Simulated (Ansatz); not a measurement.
Calculated with Ansatz (gas phase, PBE0-D4/def2-TZVP geometries, no zero-point term in ΔE). CCSD(T)/CBS is the MP2 limit (def2-TZVPP, def2-QZVPP) plus CCSD(T) − MP2 in def2-TZVPP, frozen cores. DFT in def2-TZVPP. B3LYP here is the variant with VWN-RPA as its local correlation; programs differ in this. One conformer a species, not always the lowest.

Reaction (cleavage of the Al–Si bond): `[AlH2][SiH2]O[SiH3]` + `CC(N)=S` → `CC(=S)[NH][AlH2]` + disiloxane

| level | ΔE (kJ/mol) |
| --- | --- |
| B3LYP | -97.5 |
| HF/def2-QZVPP | -107.2 |

Task: What does CCSD(T)/CBS give? (An estimate is asked.)

Result: Computed: -104.6 kJ/mol. The listed levels differ from it by 7.1, -2.6 kJ/mol.

Largest T1 diagnostic among the species: 0.017.

The D4 term adds −3.8 kJ/mol with B3LYP and −1.9 kJ/mol with PBE0; it sums over pairs of atoms, weighted by their polarisabilities, and B3LYP, whose exchange is more repulsive, gets the larger term. From PBE to PBE0 (25 % exact exchange), in def2-TZVPP and without D4, ΔE moves by −3.6 kJ/mol.
